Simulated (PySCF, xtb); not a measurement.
cyclopenta-2,4-dien-1-one (C5H4O), SMILES C1C=CC(C=1)=O.

GFN2-xTB in xtb at its own geometry gives an orbital gap of 2.02 eV and a dipole moment of 3.21 D.

Geometry: PBE0-D3(BJ)/def2-SVP.

Problem. What does B3LYP/def2-TZVP (PySCF) give? (An estimate is asked for; the answer gives what the named calculation found.)

Solution. gap 3.85 eV (levels -6.95 and -3.10 eV), dipole 3.26 D.
